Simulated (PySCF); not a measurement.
# Two-component Hartree-Fock for Ar⁺ (argon, charge +1)

Start: [Ne] 3s2 3p4 4s1; 3p1/2 filled at m_j = +1/2; 3p3/2 filled at m_j = -1/2, +1/2, +3/2; 4s1/2 filled at m_j = +1/2. Calculated with PySCF 2.14 in x2c-TZVPall-2c with one added diffuse shell each of s, p type (6s7p2d1f, 44 functions): generalised Hartree-Fock with the X2C-1e Hamiltonian and a Gaussian nucleus; one run each with spin-orbit coupling (SO) switched off, then screened by Boettger's factors. This is a chosen level, not necessarily the ground level.

```csv
spinor shell,electrons,"ε, spin-free (eV)","ε, screened SO (eV)",weight of nominal j (screened SO),"rms radius, screened SO (bohr)"
1s1/2,2,-3263.0,-3263.0,1.000,0.0991
2s1/2,2,-359.50,-359.48,1.000,0.446
2p1/2,2,-282.23,-284.18,0.941,0.415
2p3/2,4,-282.23,-281.23,0.971,0.417
3s1/2,2,-52.063,-52.054,0.999,1.44
3p3/2,3,-34.836,-35.724,0.648,1.60
3p1/2,1,-34.836,-32.217,0.659,1.63
4s1/2,1,-10.314,-10.313,1.000,3.84
```

```json
{"quantity": "E (hartree)", "spin-free": "-527.48296", "screened SO": "-527.48721"}
{"quantity": "M_J", "spin-free": "5/2", "screened SO": "5/2"}
{"quantity": "⟨J²⟩", "spin-free": "8.762", "screened SO": "8.764"}
{"quantity": "⟨L²⟩", "spin-free": "2.010", "screened SO": "2.020"}
{"quantity": "⟨S²⟩", "spin-free": "3.753", "screened SO": "3.745"}
```

Each row is a mean over spinors that exchange with the open shell spreads, by up to 8.306 eV (3s1/2).

Rows whose weight is well below 1 are mixtures of j = l ± 1/2: exchange outweighs spin-orbit coupling there, and the label is only the starting occupation.

Without spin-orbit coupling the j labels of p, d and f shells carry no meaning; the spin-free column gives the mean over the occupied spinors of each nl shell.
